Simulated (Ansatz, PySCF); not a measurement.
Reaction (SMILES): [Br][Ga][Br] → [Br][Ga][Br] as singlet, charge +1 + e-
Geometries: B3LYP-D3(BJ)/def2-TZVP minima from Ansatz (an electronic-structure program). A spin state is the lowest found, not a proven ground state.

Property: adiabatic ionisation energy (electronic energy difference), in eV. Cores are frozen in the correlated levels unless marked. UHF or UKS for open shells. No spin-orbit coupling. Frozen are the shells of the preceding noble gas and the d and f shells that filled before the atom's block. Non-relativistic. CBS marks a two-point X^-3 extrapolation of the correlation energy; Hartree-Fock from the larger set. The bracket is a focal-point correction in the basis named.

RI-MP2/CBS(aug-cc-pVTZ,aug-cc-pVQZ)+[CCSD(T)-MP2]/aug-cc-pVTZ (Ansatz) gives 7.76 eV.

Another calculation gave 7.86 eV. Which level was it?
A) HF/def2-TZVPD (PySCF)
B) LC-wPBE/def2-TZVPD (Ansatz)
C) wB97X-V/def2-TZVPD (Ansatz)

B, LC-wPBE/def2-TZVPD (Ansatz). The others give 7.75 (wB97X-V), 7.46 (HF) eV.
